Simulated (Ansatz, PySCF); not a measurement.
Molecule: InCl3, charge 1, multiplicity 2. 
Geometry from a B3LYP-D3(BJ)/def2-TZVP (Ansatz, an electronic-structure program) optimisation:
```xyz
4

In    -0.1621     0.1519    -0.1639
Cl     2.0754    -0.6327     0.1509
Cl    -0.1306    -1.1904     1.8155
Cl    -1.4776     1.3851    -1.4940
```
Charge +1, spin multiplicity 2.

Total electronic energies in hartree. Valence correlation only, unless marked. UHF or UKS for open shells. Spin-orbit coupling is left out. The frozen core is the preceding noble-gas configuration, with the filled d and f shells of earlier blocks. Past Kr the def2 sets carry scalar-relativistic core potentials. STO-3G rows are all-electron and non-relativistic. Basis-set limits of correlation are two-point, X^-3; Hartree-Fock from the larger set. The program attaches cautions to a run behind CCSD/def2-QZVPP: other roots. The program attaches cautions to a run behind CCSD(T)/STO-3G: other roots. The program attaches cautions to a run behind CCSD(T)/def2-SVPD: other roots. The program attaches cautions to a run behind CCSD(T)/def2-TZVPP: other roots. The program attaches cautions to a run behind CCSD(T)/CBS(def2-TZVPP,def2-QZVPP): other roots.

```json
[
 {"level": "HF/def2-QZVPPD", "program": "Ansatz", "energy (Eh)": "-1567.56978"},
 {"level": "RI-HF/def2-TZVPPD", "program": "Ansatz", "energy (Eh)": "-1567.53017"},
 {"level": "BLYP-D4/def2-TZVPD", "program": "Ansatz + dftd4", "energy (Eh)": "-1570.50681"},
 {"level": "BLYP/def2-TZVPD", "program": "Ansatz", "energy (Eh)": "-1570.49677"},
 {"level": "B3LYP-D3(BJ)/def2-TZVPD", "program": "Ansatz + dftd3", "energy (Eh)": "-1570.65162"},
 {"level": "PBE0/def2-TZVPD", "program": "Ansatz", "energy (Eh)": "-1570.08176"},
 {"level": "BHLYP-D3(BJ)/def2-TZVPD", "program": "Ansatz + dftd3", "energy (Eh)": "-1570.46124"},
 {"level": "BHLYP-D4/def2-TZVPD", "program": "Ansatz + dftd4", "energy (Eh)": "-1570.46011"},
 {"level": "M06-2X/def2-TZVPD", "program": "PySCF", "energy (Eh)": "-1570.41835"},
 {"level": "HSE06-D3(BJ)/def2-TZVPD", "program": "Ansatz + dftd3", "energy (Eh)": "-1570.06271"},
 {"level": "HSE06-D4/def2-TZVPD", "program": "Ansatz + dftd4", "energy (Eh)": "-1570.06252"},
 {"level": "CAM-B3LYP/def2-TZVPD", "program": "Ansatz", "energy (Eh)": "-1570.54605"},
 {"level": "LC-wPBE-D3(BJ)/def2-TZVPD", "program": "Ansatz + dftd3", "energy (Eh)": "-1570.17495"},
 {"level": "wB97M-V/def2-TZVPD", "program": "Ansatz", "energy (Eh)": "-1570.41279"},
 {"level": "B2PLYP-D4/def2-TZVPD", "program": "Ansatz + dftd4", "energy (Eh)": "-1569.86704"},
 {"level": "RPA@PBE/def2-TZVPP", "program": "Ansatz", "energy (Eh)": "-1568.43556"},
 {"level": "RPA@PBE/def2-QZVPP", "program": "Ansatz", "energy (Eh)": "-1568.59005"},
 {"level": "RI-MP2/def2-QZVPP", "program": "Ansatz", "energy (Eh)": "-1568.23135"},
 {"level": "CCSD/def2-QZVPP", "program": "Ansatz", "energy (Eh)": "-1568.27845"},
 {"level": "CCSD(T)/STO-3G", "program": "Ansatz", "energy (Eh)": "-7046.59966"},
 {"level": "CCSD(T)/def2-SVPD", "program": "Ansatz", "energy (Eh)": "-1567.58716"},
 {"level": "CCSD(T)/def2-TZVPP", "program": "Ansatz", "energy (Eh)": "-1568.21287"},
 {"level": "CCSD(T)/CBS(def2-TZVPP,def2-QZVPP)", "program": "Ansatz", "energy (Eh)": "-1568.3591"}
]
```

Totals of different functionals don't rank their quality; only differences between species are comparable.
